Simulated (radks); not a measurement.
Trend from Sc4+ to Zn4+: ionisation energy by Delta-SCF between NIST ground configurations, and size. Method: scalar-relativistic Kohn-Sham, LDA (Slater exchange, Perdew-Wang correlation), spin-polarised, spherical densities, finite nucleus; open shells are filled with parallel spins first; Fermi nuclear charge, rms radius of each element as measured or else 0.836 A^(1/3) + 0.57 fm; computed with a radial shooting solver on a logarithmic mesh with Libxc functionals.

species,configuration,IE (eV),NIST (eV),kind,-e(HOMO) (eV),outermost,<r> outermost (bohr)
Sc4+,[Ne] 3s2 3p5,92.007,91.95,semi-emp.,82.674 (3p),3p,1.09
Ti4+,[Ar],99.381,99.30,exp.,89.419 (3p),3p,1.03
V4+,[Ar] 3d1,65.798,65.282,exp.,55.995 (3d),3d,1.07
Cr4+,[Ar] 3d2,69.498,69.46,semi-emp.,59.292 (3d),3d,1.01
Mn4+,[Ar] 3d3,73.051,72.4,semi-emp.,62.457 (3d),3d,0.959
Fe4+,[Ar] 3d4,76.481,75.0,semi-emp.,65.511 (3d),3d,0.911
Co4+,[Ar] 3d5,79.805,79.5,semi-emp.,68.469 (3d),3d,0.868
Ni4+,[Ar] 3d6,76.953,76.1,semi-emp.,65.879 (3d),3d,0.852
Cu4+,[Ar] 3d7,80.654,80,semi-emp.,69.175 (3d),3d,0.813
Zn4+,[Ar] 3d8,84.210,83,semi-emp.,72.345 (3d),3d,0.778

Reference values: NIST Atomic Spectra Database (exp. = measured, semi-emp. = semi-empirical, theory = theoretical value adopted there). Open shells are spherical and high-spin; term and fine-structure splittings are not resolved.
